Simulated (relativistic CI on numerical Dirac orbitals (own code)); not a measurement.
Forbidden lines of Sr VII

Computed by Dirac-Coulomb-Breit CI, separate exchange-only KLI orbitals for each configuration, model QED (radiative potential, 1s self-energy scaled to tabulated hydrogen-like ionisation energies), valence Slater integrals scaled by 0.9, configuration energies shifted to the measured levels that pair with them (semi-empirical) (own radial code, finite nucleus).

CI space (outside the closed core [Ar] 3d10): 4s²4p², 4s4p³, 4s²4p4d, 4p⁴, 4s²4d², 4s4p²4d, 4s²4p4f, 4s²4p5s, 4s4p²4f, 4p²4d², 4s²4p5p, 4s²4f², 4p³4d, 4s²4p5d, 4s4p4d², 4s4p²5s, 4s²4p6s, 4s²4d4f, 4s²4p6p, 4p²4f², 4s²4p5f, 4s4p²5p, 4s²4p5g, 4s²4p6d, 4p³4f, 4s²4d5s, 4s4p5s², 4s²4p6f, 4s4p²5d, 4s4p4d4f. Levels of other configurations are missing.

| λ vac (nm) | Lower | Upper | Type | A (s⁻¹) | log gf |
| --- | --- | --- | --- | --- | --- |
| 225.55 | 4s²4p² ³P1 [2] | 4s²4p² ¹S0 [5] | M1 | 2.45e+02 | -6.73 |
| 469.06 | 4s²4p² ³P1 [2] | 4s²4p² ¹D2 [4] | M1 | 2.01e+01 | -6.48 |
| 637.23 | 4s²4p² ³P2 [3] | 4s²4p² ¹D2 [4] | M1 | 2.04e+01 | -6.21 |
| 1495.9 | 4s²4p² ³P0 [1] | 4s²4p² ³P1 [2] | M1 | 5.08e+00 | -6.29 |
| 1777.4 | 4s²4p² ³P1 [2] | 4s²4p² ³P2 [3] | M1 | 2.03e+00 | -6.32 |

Terms are leading LS components. Brackets give the number of a level in order of energy, since labels repeat. The list gives strong lines, with weight on those to low levels, without configurations that were not tied to measured data, among the lowest 400 of 1088 levels, so that lines to higher ones, which can be the strongest, are missing. Levels whose partners in the same complex of configurations lie outside the list can be far off, and so can their lines. Rates are taken at the computed energies, electric ones in the length gauge.

Configurations whose levels could be paired with our table of measured levels were shifted onto them, all but the ground configuration, by the median error of their levels; single terms can still be off by 1,000 to 2,000 cm⁻¹ or more, and rates follow the energies as ν³ (E1, M1) or ν⁵ (E2). The others borrow a shift and can be off by several thousand cm⁻¹ or more. 13 of the 13 excited levels that our extract of the measured tables holds in this range could be paired (the sources list more); they are missed by 771 cm⁻¹ on average and 3377 at most, after the shifts were fitted to these levels, and levels without a partner can miss by more.

Q: From the table, what is the radiative lifetime of 4s²4p² ¹D2?

A: The listed rates from this level add up to about 4.05e+01 s⁻¹, 100 % of its decay; with all channels τ = 2.46e-02 s.

LS names give the leading component of a level, which can be under half, so a name can repeat, a term be missing and a line seem to break the LS rules.
